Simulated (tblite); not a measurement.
Parent: `[CH3:1][C:2]([CH3:3])([CH2:4][SH:5])[SiH2:6][F:7]` with C1–C2–C4–S5 -174°, C2–C4–S5–H 83°, C1–C2–Si6–F7 -46°, C4H11FSSi.

Computed geometry: GFN2-xTB, gas phase. One conformer each, not checked by frequencies here.

```csv
coordinate of the parent,value
C1–C2,1.533 Å
C2–C3,1.531 Å
C2–C4,1.528 Å
C4–S5,1.828 Å
C2–Si6,1.917 Å
Si6–F7,1.611 Å
C1–C2–C3,109.0°
C1–C2–C4,107.5°
C1–C2–Si6,109.8°
C3–C2–C4,109.1°
C3–C2–Si6,110.0°
C4–C2–Si6,111.4°
C2–C4–S5,114.0°
C2–Si6–F7,106.1°
```

Task: How does the shared frame change in `[CH3:1][C:2]([CH3:3])([CH2:4][SH:5])[Si@@H:6]([F:7])[CH:8]([F:9])[F:10]` with C1–C2–C4–S5 59°, C2–C4–S5–H -80°, C1–C2–Si6–F7 69°, C2–Si6–C8–F9 106°, C5H11F3SSi? Atoms pair as C1 = C3, C2 = C2, C3 = C1, C4 = C4, S5 = S5, Si6 = Si6, F7 = F7 (parent first).

Result: 
```csv
parent,relative,value in the relative,change
C1–C2,C3–C2,1.533 Å,0.000
C2–C3,C2–C1,1.534 Å,+0.003
C2–C4,C2–C4,1.536 Å,+0.008
C4–S5,C4–S5,1.832 Å,+0.004
C2–Si6,C2–Si6,1.916 Å,-0.001
Si6–F7,Si6–F7,1.620 Å,+0.009
C1–C2–C3,C3–C2–C1,109.2°,+0.2
C1–C2–C4,C3–C2–C4,109.5°,+2.0
C1–C2–Si6,C3–C2–Si6,110.9°,+1.1
C3–C2–C4,C1–C2–C4,110.1°,+1.0
C3–C2–Si6,C1–C2–Si6,108.4°,-1.6
C4–C2–Si6,C4–C2–Si6,108.8°,-2.6
C2–C4–S5,C2–C4–S5,114.4°,+0.4
C2–Si6–F7,C2–Si6–F7,108.4°,+2.3
```

Of the parent's bonds, C2–C4 and Si6–F7 change most and about equally (+0.008 to +0.009 Å). Bonds of the relative outside the shared frame: Si6–C8 1.937, C8–F9 1.361, C8–F10 1.362 Å. Point group C1 → C1.

Task: How does the shared frame change in `[CH3:1][C:2]([CH3:3])([CH2:4][SH:5])[Si@H:6]([F:7])[SH:8]` with C1–C2–C4–S5 61°, C2–C4–S5–H 74°, C1–C2–Si6–F7 56°, C2–Si6–S8–H 149°, C4H11FS2Si? Atoms pair as C1 = C3, C2 = C2, C3 = C1, C4 = C4, S5 = S5, Si6 = Si6, F7 = F7 (parent first).

Result: 
| parent | relative | value in the relative | change |
| --- | --- | --- | --- |
| C1–C2 | C3–C2 | 1.531 Å | -0.002 |
| C2–C3 | C2–C1 | 1.532 Å | +0.001 |
| C2–C4 | C2–C4 | 1.528 Å | 0.000 |
| C4–S5 | C4–S5 | 1.831 Å | +0.003 |
| C2–Si6 | C2–Si6 | 1.909 Å | -0.008 |
| Si6–F7 | Si6–F7 | 1.615 Å | +0.004 |
| C1–C2–C3 | C3–C2–C1 | 109.5° | +0.5 |
| C1–C2–C4 | C3–C2–C4 | 110.5° | +3.0 |
| C1–C2–Si6 | C3–C2–Si6 | 109.5° | -0.3 |
| C3–C2–C4 | C1–C2–C4 | 109.6° | +0.5 |
| C3–C2–Si6 | C1–C2–Si6 | 110.1° | +0.1 |
| C4–C2–Si6 | C4–C2–Si6 | 107.5° | -3.9 |
| C2–C4–S5 | C2–C4–S5 | 114.8° | +0.8 |
| C2–Si6–F7 | C2–Si6–F7 | 109.4° | +3.3 |

Of the parent's bonds, C2–Si6 changes most (-0.008 Å). Bonds of the relative outside the shared frame: Si6–S8 2.140 Å. Point group C1 → C1.
